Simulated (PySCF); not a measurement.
Two species compared at the same levels of theory.

First species: C₅H₈P₂Si.
Z-matrix (Å and degrees, GFN2-xTB geometry), rows numbered from 1:
```
C 
C   1  1.5045
C   2  1.3867  1  116.64
P   3  1.7318  2  130.39  1   179.42
C   4  1.7256  3  102.40  2    -0.02
P   5  1.7262  4  130.46  3     0.18
C   2  1.3943  1  117.78  3   179.57
Si  7  1.8982  2  121.57  1     1.01
H   1  1.0884  2  110.58  3   125.75
H   1  1.0878  2  111.24  3     4.96
H   1  1.0892  2  110.10  3  -115.21
H   3  1.0858  2  116.40  1    -0.57
H   5  1.0867  4  115.04  3  -179.89
H   8  1.4669  7  110.39  2   -55.52
H   8  1.4679  7  109.71  2    64.41
H   8  1.4614  7  107.76  2  -175.77
```

Second species: C4H7FOSi.
SMILES: `F[C@@](C)(C#C)[SiH2]O`

Levels: CAM-B3LYP/def2-SVPD for dipole moment, HOMO energy, LUMO energy, HOMO–LUMO gap, static isotropic polarisability and electronic spatial extent ⟨r²⟩ about the centre of nuclear charge; TDDFT CAM-B3LYP/def2-SVPD for lowest singlet excitation; TDA CAM-B3LYP/def2-SVPD for lowest triplet excitation (Tamm–Dancoff); GFN2-xTB for rotational constant A and rotational constant C. Geometries: GFN2-xTB. Each species is one conformer at its optimised geometry, gas phase, non-relativistic unless stated. Electronic properties by PySCF.

The conformers computed, where there is a choice (atom-mapped SMILES and torsion angles):
- `[CH:1]#[C:2][C@:3]([CH3:4])([F:5])[SiH2:6][OH:7]`: C2–C3–Si6–O7 170°, H–O7–Si6–C3 -47°

Problem. Which has the higher T1 energy?

Solution. The second: 5.22 eV against 2.89 eV, a difference of 2.33 eV.

Problem. Which of the two has the higher rotational constant A, and by how much?

Solution. The second: 3.400 GHz against 1.993 GHz, a difference of 1.407 GHz.

Problem. Which of the two has the higher static isotropic polarisability, and by how much?

Solution. The first: 134.5 au against 75.6 au, a difference of 58.9 au.

Problem. Which of the two has the higher S1 energy, and by how much?

Solution. The second: 5.82 eV against 4.08 eV, a difference of 1.74 eV.

Problem. Which of the two has the higher rotational constant C, and by how much?

Solution. The second: 1.343 GHz against 0.662 GHz, a difference of 0.681 GHz.

Problem. Which of the two has the higher LUMO energy, and by how much?

Solution. The second: 0.58 eV against -1.14 eV, a difference of 1.72 eV.

Problem. Which has the higher HOMO energy?

Solution. The first: -8.37 eV against -9.07 eV, a difference of 0.70 eV.

Problem. Which has the higher HOMO–LUMO gap?

Solution. The second: 9.65 eV against 7.23 eV, a difference of 2.42 eV.

On the first: The vertical singlet–triplet gap S1 − T1 is 1.19 eV (TDDFT singlet less Tamm–Dancoff triplet; S1: HOMO−1→LUMO, weight 0.98; T1: HOMO→LUMO, weight 0.81). The principal polarisabilities are 86.7, 142.8 and 173.9 au; their mean is the isotropic value.

On the second: No computed singlet falls in the visible range (750 to 380 nm, 1.65 to 3.26 eV); S1 lies 2.56 eV above its blue end. The polarisability is 11.21 Å³ as a volume (1 au = 0.148185 Å³), or 1.22 au for each of the 62 electrons.
